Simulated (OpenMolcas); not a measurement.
## Ni2+: moving or changing the point charges

Ni2+ among 4 point charges of -2 e arranged as a tetrahedron (Td), 2.03 Å from the ion.
```
   1.1720    1.1720    1.1720  -2.00
   1.1720   -1.1720   -1.1720  -2.00
  -1.1720    1.1720   -1.1720  -2.00
  -1.1720   -1.1720    1.1720  -2.00
```

| Item | Value |
| --- | --- |
| Program | OpenMolcas |
| Method | CASSCF |
| Basis | ANO-RCC-VDZP [5s4p2d1f] |
| Scalar Hamiltonian | DKH2, point nucleus |
| Active space | 8 electrons in 5 orbitals (3d) |
| State averaging | 2S+1 = 3 even, 10 roots; 2S+1 = 1 even, 15 roots |
| Spin-orbit coupling | state interaction with AMFI integrals over the reference wave functions |

Runs around this geometry, states (labels of Td). Energies in cm-1 above the lowest state or level, χT in cm3 K/mol; under a threefold ground state the first gap can be a small split of the lowest multiplet, not the spin-orbit step; 10Dq and B are least-squares fits to the states below 45000 cm-1, weighted by degeneracy, with a free offset, and given where the rms deviation is under 5 % of |10Dq| (or 100 cm-1) and under 700 cm-1; 10Dq is negative for this site.

| R (Å) | q (e) | Ground state | First state of that spin | 10Dq | B (rms of fit) | First gap with spin-orbit (degeneracies) | χT at 300 K | First state of another spin |
| --- | --- | --- | --- | --- | --- | --- | --- | --- |
| 2.03 | -1.3 | 3T1 | 3T2 827.8 | -991 | 1288 (23) | 215.9 (1, 3) | 3.401 | 1T2 16310 |
| 1.91 | -2 | 3T1 | 3T2 1359 | -1617 | 1279 (38) | 286.5 (1, 3) | 3.071 | 1T2 16467 |
| 2.03 | -2 | 3T1 | 3T2 1111 | -1324 | 1283 (30) | 257.8 (1, 3) | 3.212 | 1T2 16398 |
| 2.18 | -2 | 3T1 | 3T2 858.7 | -1026 | 1287 (24) | 220.9 (1, 3) | 3.377 | 1T2 16315 |

Taking |10Dq| as R^-n, n = -ln(1026 / 1617) / ln(2.18 / 1.91) = 3.4 between the shortest and longest distance. The point-charge formula for a cubic d site gives n = 5.

Scaling the charges by -1.3 / -2 = 0.65 scales |10Dq| by 991 / 1324 = 0.75; with fixed orbitals a first-order splitting would follow the charge.

An orbital triplet at a regular site is open to Jahn-Teller coupling, which can distort the site and quench the lowest spin-orbit gaps and is left out. Without dynamic correlation the repulsion within the d shell is too large (B by tens of per cent), so at a given field states of lower spin stand too high. The ground term spreads over less than 5000 cm-1, several times less than with real ligands, so orbital moments are less quenched and χT lies further from the spin-only value than at real sites. This is an electrostatic model: the charges have no orbitals. A group larger than the point group allows holds several states that coincide in this model. No measured value stands beside these numbers.
